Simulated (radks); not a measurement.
Ho, 67 electrons, occupied as [Xe] 4f9 6s2 6p2 (not the ground configuration). Method: scalar-relativistic Kohn-Sham, r2SCAN, spin-unpolarised, spherical densities, finite nucleus; meta-GGA in the generalised Kohn-Sham scheme; Fermi nuclear charge, rms radius 5.2022 fm; computed with a radial shooting solver on a logarithmic mesh with Libxc functionals.

Radial electron density D(r) = 4 pi r^2 rho(r):

| r (bohr) | D(r) (e/bohr) |
|---|---|
| 0.0026 | 21.34 |
| 0.003552 | 32.34 |
| 0.004853 | 46.79 |
| 0.00663 | 63.54 |
| 0.009057 | 79.35 |
| 0.01237 | 89.04 |
| 0.0169 | 88.64 |
| 0.02328 | 81.45 |
| 0.0318 | 81.84 |
| 0.04345 | 99.99 |
| 0.05936 | 119.4 |
| 0.08109 | 110.7 |
| 0.1108 | 91.22 |
| 0.1513 | 101.8 |
| 0.2068 | 100.6 |
| 0.2825 | 59.02 |
| 0.3859 | 50.10 |
| 0.5272 | 55.60 |
| 0.7202 | 32.56 |
| 0.9839 | 16.48 |
| 1.344 | 10.03 |
| 1.836 | 3.923 |
| 2.509 | 1.588 |
| 3.427 | 1.348 |
| 4.682 | 0.7510 |
| 6.397 | 0.2015 |
| 8.739 | 0.02366 |
| 11.94 | 0.001085 |

D(r) has 4 maxima, at r = 0.0143, 0.0638, 0.178, 0.483 bohr, and minima at 0.0273, 0.116, 0.345 bohr, inside which lie 1.93, 11.10, 29.48 electrons.
